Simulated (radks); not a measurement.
Q: Radial electron density D(r) = 4 pi r^2 rho(r) of an atom or ion with 9 electrons. Calculated with a radial shooting solver on a logarithmic mesh with Libxc functionals: scalar-relativistic Kohn-Sham, PBE, spin-polarised, spherical densities, point nucleus.

```
   r/bohr * D(r) (the largest magnitude, 62.4, reaches the edge; | marks zero)
 0.001124 | *
 0.001395 | *
 0.001731 |   *
 0.002148 |    *
 0.002666 |      *
 0.003309 |         *
 0.004107 |             *
 0.005097 |                  *
 0.006326 |                        *
 0.007851 |                               *
 0.009744 |                                      *
  0.01209 |                                             *
  0.01501 |                                                   *
  0.01878 |                                                      *
   0.0233 |                                                     *
  0.02892 |                                                 *
   0.0359 |                                           *
  0.04455 |                                        *
  0.05529 |                                           *
  0.06862 |                                                 *
  0.08517 |                                                      *
   0.1057 |                                                   *
   0.1312 |                                      *
   0.1628 |                     *
   0.2021 |        *
   0.2528 | *
   0.3138 *
   0.3894 *
   0.4833 *
```

What is the nuclear charge?

A: Z = 50. The innermost maximum, from 1s, lies near gamma/Z bohr with gamma = sqrt(1 - (Z/c)^2) = 0.931, here 0.0186 bohr (found: 0.0197), and its height grows with Z. The density is that of the tin ion Sn41+ in [He] 2s2 2p5; the configuration itself is not fixed sharply by these data, and Z only to a few units. D(r) has 2 maxima, at r = 0.0197, 0.0886 bohr, and minima at 0.0453 bohr, inside which lie 2.14 electrons.
